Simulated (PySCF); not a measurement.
Identify the unknown among the candidates.

All candidates are C5H12N2OSi2.

| technique | computed result |
| --- | --- |
| NMR, other nuclei | isotropic shieldings of nuclei other than C and H, by class: -90 (1 N), 104 (1 N), -120 (1 O), 445 (1 Si), 467 (1 Si) ppm [GIAO PBE0/pcSseg-1] |
| Rotational structure | rotational constants A, B, C: 1.065, 0.659, 0.463 GHz [GFN2-xTB] |
| 1H NMR | chemical shifts (computed TMS as zero) by class: 11.23 (1 H), 8.99 (1 H), 6.61 (1 H), 6.41 (1 H), 4.33 (2 H), 3.47 (3 H), 2.09 (3 H) ppm [GIAO PBE0/pcSseg-1] |
| 13C NMR | chemical shifts (computed TMS as zero) by class: 169.5 (1 C), 168.6 (1 C), 158.2 (1 C), 103.4 (1 C), 25.7 (1 C) ppm [GIAO PBE0/pcSseg-1] |
| Dipole | 2.91 D [PBE0/pcSseg-1] |

The electronic properties come from PySCF, for the isolated species, density fitting. Levels stand in brackets. Isolated species at its GFN2-xTB geometry (one conformer only). GFN2-xTB frequencies show an imaginary mode (34i cm⁻¹), so this geometry is no minimum at that level. NMR classes are plain means over equivalent atoms (diastereotopic ones count apart unless rotation or inversion swaps them), as if these changed places fast.

Question: Which candidate is it?
A. `O=CN[C@@H]1C=C[C@@H]1N([SiH3])[SiH3]`
B. `[H]/N=C/C(=C/[SiH2][SiH3])NC(C)=O`
C. `C=C(CC#N)[Si@@H](O)[SiH2]NC`
D. `CN(C)C(=O)[Si@](C)([SiH3])C#N`

Answer: B. It is `[H]/N=C/C(=C/[SiH2][SiH3])NC(C)=O`. Numbering: `[H]/[N:7]=[CH:6]/[C:5]([NH:4][C:2]([CH3:1])=[O:3])=[CH:8]/[SiH2:9][SiH3:10]`. Its formula, C5H12N2OSi2, gives 3 degrees of unsaturation: 0 rings and 3 π bonds in the structure found. 5 carbons fall into 5 classes; from least to most shielded: amide carbonyl carbon [C2] (169.5 ppm), imine carbon [C6] (168.6 ppm), vinylic carbon bearing nitrogen [C5] (158.2 ppm), alkene CH carbon [C8] (103.4 ppm), methyl carbon next to a carbonyl [C1] (25.7 ppm). Hydrogen classes from least to most shielded: 1 H on an imine nitrogen, N7 (11.23 ppm), 1 H on an imine carbon, C6 (8.99 ppm), 1 H on an alkene CH carbon, C8 (6.61 ppm), 1 H on an amide nitrogen, N4 (6.41 ppm), 2 H on an SiH2 silicon, Si9 (4.33 ppm), 3 H on an SiH3 silicon, Si10 (3.47 ppm), 3 H on a methyl carbon next to a carbonyl, C1 (2.09 ppm). The other shieldings belong to: -90 ppm, imine nitrogen [N7]; 104 ppm, amide nitrogen [N4]; -120 ppm, amide oxygen [O3]; 445 ppm, SiH2 silicon [Si9]; 467 ppm, SiH3 silicon [Si10]. The optimised geometry has point group C1 and is an asymmetric top.

The others, at the same levels:
- `O=CN[C@@H]1C=C[C@@H]1N([SiH3])[SiH3]` fails: its computed 13C shifts are 161.5 (1 C), 154.3 (1 C), 150.3 (1 C), 65.3 (1 C), 55.7 (1 C) ppm, 1H shifts are 8.31 (1 H), 6.85 (1 H), 6.57 (1 H), 5.57 (1 H), 5.00 (1 H), 4.69 (6 H), 4.33 (1 H) ppm and rotational constant A is 1.208 GHz (against 1.065 GHz).
- `CN(C)C(=O)[Si@](C)([SiH3])C#N` fails: its computed 13C shifts are 183.9 (1 C), 127.0 (1 C), 40.3 (1 C), 32.4 (1 C), -1.2 (1 C) ppm, 1H shifts are 3.67 (3 H), 3.39 (3 H), 3.10 (3 H), 0.69 (3 H) ppm and rotational constant A is 1.116 GHz (against 1.065 GHz).
- `C=C(CC#N)[Si@@H](O)[SiH2]NC` fails: its computed 13C shifts are 151.8 (1 C), 135.7 (1 C), 127.6 (1 C), 35.1 (1 C), 27.0 (1 C) ppm, 1H shifts are 6.22 (1 H), 5.73 (1 H), 5.60 (1 H), 4.75 (1 H), 4.70 (1 H), 3.87 (1 H), 2.89 (1 H), 2.80 (3 H), 1.33 (1 H), 0.87 (1 H) ppm and rotational constant A is 1.285 GHz (against 1.065 GHz).

Each candidate is one conformer, not necessarily the lowest. The conformers computed, where there is a choice (atom-mapped SMILES and torsion angles):
- `[H]/[N:7]=[CH:6]/[C:5]([NH:4][C:2]([CH3:1])=[O:3])=[CH:8]/[SiH2:9][SiH3:10]`: C1–C2–N4–C5 175°, C2–N4–C5–C6 29°, N4–C5–C6–N7 -164°, C5–C8–Si9–Si10 63°
- `[O:1]=[CH:2][NH:3][C@@H:4]1[CH:5]=[CH:6][C@@H:7]1[N:8]([SiH3:9])[SiH3:10]`: O1–C2–N3–C4 6°, C2–N3–C4–C5 -147°, C6–C7–N8–Si9 -11°
- `[CH3:1][N:2]([CH3:3])[C:4](=[O:5])[Si@:6]([CH3:7])([SiH3:8])[C:9]#[N:10]`: C1–N2–C4–O5 180°, N2–C4–Si6–C7 -66°

The conformers of `C=C(CC#N)[Si@@H](O)[SiH2]NC` aren't listed.
